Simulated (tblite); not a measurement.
Species: C6H10SSi.
Numbering: `[CH:1]1=[C:2]([CH:3]2[CH2:4][CH2:5][CH2:6]2)[S:7][SiH2:8]1` (hydrogens: H9 on C1; H10 on C3; H11, H12 on C4; H13, H14 on C5; H15, H16 on C6; H17, H18 on Si8)

Structure optimised with GFN2-xTB, isolated species.

What internal coordinates does the optimisation give?

```csv
bond,length (Å),order
C1=C2,1.348,double
C2–C3,1.474,single
"C3–C4, C3–C6",1.545,single
"C4–C5, C5–C6",1.534,single
C2–S7,1.779,single
S7–Si8,2.210,single
C1–Si8,1.865,single
C1–H9,1.077,single
C3–H10,1.093,single
"C4–H11, C6–H16",1.088,single
"C4–H12, C6–H15",1.088,single
C5–H13,1.088,single
C5–H14,1.087,single
"Si8–H17, Si8–H18",1.454,single
```

Bonds in one row agree within 0.01 Å and their mean is given. Orders are formal, as drawn. A selection of angles:
```csv
angle,degrees
C2–C1–Si8,99.4
C1–C2–C3,130.4
C1–C2–S7,108.1
C3–C2–S7,121.5
C2–C3–C4,117.2
C4–C3–C6,88.3
C3–C4–C5,89.7
C4–C5–C6,89.1
C2–S7–Si8,75.8
C1–Si8–S7,76.7
```

Dihedral angles: Si8–C1–C2–C3 179° (antiperiplanar); C1–C2–C3–C4 132° (anticlinal); C2–C3–C4–C5 133° (anticlinal); C3–C4–C5–C6 -14° (synperiplanar); C4–C5–C6–C3 14° (synperiplanar); C1–C2–S7–Si8 0° (synperiplanar); C2–S7–Si8–C1 0° (synperiplanar); C2–C1–Si8–S7 0° (synperiplanar); C2–C3–C6–C5 -133° (anticlinal). The mirror-image conformer, all signs reversed, is as good.

The 4-membered ring C3–C4–C5–C6 has internal angles of 88.3° to 89.7° (sum 357°, against 360° for a flat polygon); it is puckered, 0.09 Å rms from its mean plane, widest ring torsion 14°. The 6 C–C bonds span 1.348 Å (C1=C2, drawn double) to 1.546 Å (C3–C6, drawn single), a spread of 0.198 Å. The 4-membered ring C1–C2–S7–Si8 has internal angles of 75.8° to 108.1°; it is planar, 0.00 Å rms from its mean plane, widest ring torsion 0°. Of the pairs four or more bonds apart, S7···H12 is among the closest relative to their van der Waals radii: 2.82 Å, 94 % of the sum of Bondi's values. Si8 (SiH2 silicon) has angles from 76.7° to 119.0°.

Point group: near Cs, missed by 0.16 Å at most; the miss may be what the optimiser left on a soft mode. Its GFN2-xTB frequencies are all real (lowest 36 cm⁻¹). One conformer, not necessarily the lowest.

The numbers are calculated, not measured.
